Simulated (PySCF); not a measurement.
calicene (C₈H₆), SMILES C1=CC(=C2C=C2)C=C1.

Coordinates come from a B3LYP-D3(BJ)/def2-SVP optimisation.

Method: r2SCAN/def2-TZVP (PySCF).

Symmetry labels are those of the subgroup C2v that the program uses (full group C2v).

Question: List the valence orbital energies around the gap with their symmetry. (An estimate is asked for; the answer gives what the named calculation found.)

Answer: 
```json
[
 {"orbital": "HOMO−7", "symmetry": "B2", "energy (eV)": "-9.83"},
 {"orbital": "HOMO−6", "symmetry": "A1", "energy (eV)": "-9.30"},
 {"orbital": "HOMO−5", "symmetry": "B2", "energy (eV)": "-9.26"},
 {"orbital": "HOMO−4", "symmetry": "A1", "energy (eV)": "-8.54"},
 {"orbital": "HOMO−3", "symmetry": "B1", "energy (eV)": "-8.50"},
 {"orbital": "HOMO−2", "symmetry": "B2", "energy (eV)": "-7.85"},
 {"orbital": "HOMO−1", "symmetry": "B1", "energy (eV)": "-5.30"},
 {"orbital": "HOMO", "symmetry": "A2", "energy (eV)": "-4.72"},
 {"orbital": "LUMO", "symmetry": "A2", "energy (eV)": "-2.15"},
 {"orbital": "LUMO+1", "symmetry": "B1", "energy (eV)": "-1.51"},
 {"orbital": "LUMO+2", "symmetry": "A1", "energy (eV)": "1.62"},
 {"orbital": "LUMO+3", "symmetry": "B2", "energy (eV)": "1.75"}
]
```
